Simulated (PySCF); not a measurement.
CH8SSi2

The system: CH8SSi2, a small molecule; neutral, singlet. The structure, one conformer, was relaxed in the gas phase by PBE0-D3(BJ)/def2-SVP. No frequency run checks that it is a minimum.

SMILES: [SiH3]CS[SiH3]

```tsv
atom	x (Å)	y (Å)	z (Å)
C1	0.722	-0.915	-0.106
Si2	1.833	0.569	0.268
S3	-0.535	-0.512	-1.385
Si4	-2.113	0.264	-0.161
H5	0.240	-1.319	0.800
H6	1.325	-1.734	-0.529
H7	1.012	1.707	0.775
H8	2.538	0.981	-0.980
H9	2.845	0.202	1.310
H10	-2.549	-0.760	0.839
H11	-1.712	1.496	0.582
H12	-3.224	0.574	-1.105
```

Shieldings: GIAO PBE0/pcSseg-2. Shifts are against computed references at the same level: C TMS (σ 184.1 ppm), H TMS (σ 31.24 ppm), Si TMS (σ 341.3 ppm). Core levels by delta-SCF with SCAN, pcX-2 on the ionised atom and pcseg-1 elsewhere, spin-free X2C (2p3/2 is the spin-free 2p value less a third of a first-order spin-orbit splitting); from the vacuum level, for chosen atoms.

(1) Give the shieldings and core levels atom by atom.

(2) Which of Si2, Si4 holds its core electrons tightest, and by how much against the loosest?

(3) By CAM-B3LYP/def2-SVPD (TDDFT singlets, Tamm-Dancoff triplets, ionisation by delta-SCF), where does absorption start, and what does vertical ionisation take?

Results:

(1) 
```
      atoms         bonded to  σ (ppm)  δ (ppm)  core level (eV)
         C1  1 S + 1 Si + 2 H    175.2      9.0        1s 291.03
        Si2         1 C + 3 H    411.3    -70.0     2p3/2 106.81
         S3        1 C + 1 Si    689.2        -     2p3/2 168.93
        Si4         1 S + 3 H    391.7    -50.4     2p3/2 107.17
         H5               1 C    29.60     1.64                -
         H6               1 C    29.31     1.94                -
   H7 H8 H9              1 Si    27.21     4.04                -
H10 H11 H12              1 Si    26.59     4.65                -
```

Values are those of this one static structure, with the three H of a rotating XH3 group averaged; atoms that internal rotation interchanges would show their mean in an NMR spectrum.

(2) Si4 (bonded to 1 S + 3 H), by 0.36 eV over Si2 (bonded to 1 C + 3 H).

(3) The first singlet with intensity lies at 5.90 eV (f 0.023); what lies below it is dark. The lowest singlet lies at 5.41 eV (f 0.001), the strongest of the first 6 at 5.90 eV (f 0.023), the lowest triplet at 5.02 eV; vertical ionisation takes 8.93 eV.
